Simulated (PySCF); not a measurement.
All values below come from PySCF with PBE-D3(BJ)/def2-TZVP // PBE-D3(BJ)/def2-SVP. Gas-phase values, no solvent. One relaxed conformer stands for a flexible species; it need not be the lowest. 

Reference species: [Ta(F)2(NH2)3] (neutral, multiplicity 1).

```json
{
  "mean_distance_from_the_central_atom_to_its_bonded_neighbours": "1.970 Å",
  "coordination_number": "5",
  "HOMO–LUMO gap": "3.67 eV",
  "charge on the central atom (Mulliken)": "1.30 e"
}
```

After one change: the mean distance from the central atom to its bonded neighbours goes up by 0.028 Å; the coordination number is nearly the same; the HOMO–LUMO gap rises by 0.61 eV; the charge on the central atom (Mulliken) falls by 0.13 e.

**Question.** Which change was made? The new species is one of these.
A. [Ta(F)(NH2)4]
B. [Ta(F)5]
C. [Ta(F)3(NH2)2]
D. [Ta(NH2)5]

**Answer.** A, [Ta(F)(NH2)4]
